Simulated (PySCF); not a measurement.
SMILES C#Cc1ccccc1C(F)(F)F, GFN2-xTB optimised geometry.

```
17

C     -2.14    -2.34     0.00
C     -1.52    -1.32     0.00
C     -0.79    -0.10     0.00
C     -1.47     1.12     0.00
C     -0.76     2.31     0.00
C      0.63     2.30     0.00
C      1.31     1.09     0.00
C      0.61    -0.10     0.00
C      1.34    -1.42     0.00
F      2.67    -1.27    -0.01
F      1.04    -2.18    -1.07
F      1.05    -2.16     1.08
H     -2.67    -3.25     0.00
H     -2.55     1.12     0.00
H     -1.29     3.25     0.00
H      1.18     3.22     0.00
H      2.39     1.08     0.00
```

Density from CAM-B3LYP/def2-SVP (PySCF) at that geometry.

Minimum of the electron density along straight lines between bonded atoms, close to the bond critical point (lines longer than 1.1 times the sum of covalent radii, or with two minima, are not listed):

| bond | length / Å | ρ at the minimum / e bohr⁻³ | ∇²ρ there / e bohr⁻⁵ | position (fraction from the first atom) |
|---|---|---|---|---|
| C1–C2 | 1.200 | ? | -1.04 | 0.49 |
| C2–C3 | 1.414 | 0.291 | -0.76 | 0.52 |
| C3–C4 | 1.395 | 0.309 | -0.79 | 0.51 |
| C4–C5 | 1.381 | 0.317 | -0.83 | 0.50 |
| C5–C6 | 1.386 | 0.314 | -0.82 | 0.50 |
| C6–C7 | 1.384 | 0.315 | -0.82 | 0.50 |
| C3–C8 | 1.401 | 0.304 | -0.76 | 0.50 |
| C7–C8 | 1.386 | 0.312 | -0.79 | 0.49 |
| C8–C9 | 1.502 | 0.272 | -0.72 | 0.47 |
| C9–F10 | 1.342 | 0.274 | ? | 0.34 |
| C9–F11 | 1.346 | 0.274 | -0.28 | 0.34 |
| C9–F12 | 1.346 | 0.274 | -0.28 | 0.34 |
| C1–H13 | 1.049 | 0.295 | ? | 0.66 |
| C4–H14 | 1.079 | 0.286 | -1.12 | 0.64 |
| C5–H15 | 1.080 | 0.285 | -1.11 | 0.64 |
| C6–H16 | 1.079 | 0.285 | -1.11 | 0.64 |
| C7–H17 | 1.079 | 0.287 | -1.13 | 0.64 |

### Question
Some entries are withheld; supply them.

### Answer

- C1–C2, ρ at the minimum / e bohr⁻³: 0.400
- C9–F10, ∇²ρ there / e bohr⁻⁵: -0.24
- C1–H13, ∇²ρ there / e bohr⁻⁵: -1.25
